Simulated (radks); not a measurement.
The cobalt ion Co5+, 22 electrons, occupied as [Ar] 3d4.

Method: scalar-relativistic Kohn-Sham, BLYP, spin-polarised, spherical densities, finite nucleus; open shells are filled with parallel spins first; Fermi nuclear charge, rms radius 3.7875 fm; computed with a radial shooting solver on a logarithmic mesh with Libxc functionals.

Energy parts (eV):
total: -37729.475
kinetic: 38224.870
electron-nucleus: -88451.053
Hartree: 14054.610
exchange-correlation: -1557.902

Orbitals (lengths in bohr, moments of r in powers of bohr; r(max) is where P^2 peaks):
orbital,occ.,eigenvalue (eV),r(max),<r^4>
1s down,1,-7683.736,0.03678,0.00004638
1s up,1,-7683.732,0.03678,0.00004639
2s up,1,-990.4730,0.2132,0.01037
2s down,1,-987.7117,0.2130,0.01029
2p up,3,-861.1927,0.1721,0.007867
2p down,3,-859.0950,0.1719,0.007777
3s up,1,-188.6123,0.6598,0.6539
3s down,1,-182.9399,0.6613,0.6724
3p up,3,-151.0772,0.6645,0.8151
3p down,3,-145.5287,0.6667,0.8509
3d up,4,-91.1587,0.6199,1.372
3d down,0,-85.7204,0.6268,1.558
4s up,0,-60.3680,1.729,22.02
4s down,0,-59.0819,1.767,23.67
4p up,0,-50.4372,1.887,32.07

The highest occupied level is 3d up at -91.159 eV. For comparison, the ionisation energy in NIST's Atomic Spectra Database is 102.0 eV (semi-empirical). In exact Kohn-Sham theory the highest level is minus the ionisation energy, but local and semilocal functionals leave it too shallow, through self-interaction and a potential that decays too fast; potentials with the right tail come closer. Spin moment in Bohr magnetons: 4. The spin density at the nucleus is -1.193 e/bohr^3 (1s -0.056, 2s -2.993, 3s 1.855). The electron density at the nucleus is 1.738e+04 e/bohr^3 (large components only). The density falls to 0.001 e/bohr^3 at r = 2.30 bohr.
